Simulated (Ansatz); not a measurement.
Species: H2InOS, SMILES `[OH][In][SH]` (H–O–In–S torsion -180°, O–In–S–H torsion 0°) (charge 0, multiplicity 2), formula H2InOS.

Question: How many basis functions does frozen-core CCSD(T)/def2-TZVPP // PBE0-D3(BJ)/def2-TZVP in Ansatz (a quantum-chemistry and plane-wave program) use, how many core orbitals are frozen, and how many electrons are correlated?

Answer: 151 basis functions and 10 frozen orbitals, which leaves 27 correlated electrons (filled d shells below the valence shell are correlated). Core time is of the order of minutes.
